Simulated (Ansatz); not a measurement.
`[CH3][GaH][B]1CC1`, 13 atoms. Total charge 0; spin multiplicity 1. Correlated methods include outer-core shells of Ga, which these sets cover unevenly. Scalar relativity is left out up to krypton. All runs use 4 threads of a server CPU on a shared host. Correlated methods freeze the cores.

(1) Give the basis size and wall time and peak host memory of each of these runs in Ansatz. RHF-CCSD(T)/def2-TZVPP energy; RKS ωB97M-V/def2-SVP energy; RKS ωB97M-V/def2-QZVPP energy; RKS PBE0-D4/def2-TZVP relaxation (8 steps); RKS PBE0-D4/def2-TZVP frequencies; RKS PBE-QIDH (frozen core)/def2-TZVPP energy; direct RPA on PBE orbitals/def2-TZVPP energy; RKS BLYP-D4/def2-TZVPP energy; RKS PBE0-D4/def2-SVP energy; RKS PBE0-D4/def2-TZVPP energy; RKS HSE06 (plane-wave form)-D4/def2-TZVPP energy; RHF-CCSD(T)/def2-SVP energy. (Best estimate.)

Answers

(1) Computed: Other jobs shared the machine, so times are rough.

```json
{"level": "RKS PBE0-D4/def2-SVP", "job": "energy", "functions": "128", "wall time": "1.2 s", "peak host memory (GiB)": "0.34"}
{"level": "RKS BLYP-D4/def2-TZVPP", "job": "energy", "functions": "284", "wall time": "2.3 s", "peak host memory (GiB)": "0.38"}
{"level": "RKS PBE0-D4/def2-TZVPP", "job": "energy", "functions": "284", "wall time": "4.2 s", "peak host memory (GiB)": "0.8"}
{"level": "RKS HSE06 (plane-wave form)-D4/def2-TZVPP", "job": "energy", "functions": "284", "wall time": "4.6 s", "peak host memory (GiB)": "0.85"}
{"level": "RKS ωB97M-V/def2-SVP", "job": "energy", "functions": "128", "wall time": "6 s", "peak host memory (GiB)": "0.45"}
{"level": "RKS PBE-QIDH (frozen core)/def2-TZVPP", "job": "energy", "functions": "284", "wall time": "6.5 s", "peak host memory (GiB)": "0.81"}
{"level": "direct RPA on PBE orbitals/def2-TZVPP", "job": "energy", "functions": "284", "wall time": "8.5 s", "peak host memory (GiB)": "0.8"}
{"level": "RHF-CCSD(T)/def2-SVP", "job": "energy", "functions": "128", "wall time": "10 s", "peak host memory (GiB)": "0.82"}
{"level": "RKS ωB97M-V/def2-QZVPP", "job": "energy", "functions": "557", "wall time": "27 s", "peak host memory (GiB)": "2.8"}
{"level": "RKS PBE0-D4/def2-TZVP", "job": "relaxation (8 steps)", "functions": "220", "wall time": "38 s", "peak host memory (GiB)": "0.64"}
{"level": "RKS PBE0-D4/def2-TZVP", "job": "frequencies", "functions": "220", "wall time": "3.9 min", "peak host memory (GiB)": "0.65"}
{"level": "RHF-CCSD(T)/def2-TZVPP", "job": "energy", "functions": "284", "wall time": "5.5 min", "peak host memory (GiB)": "8.5"}
```
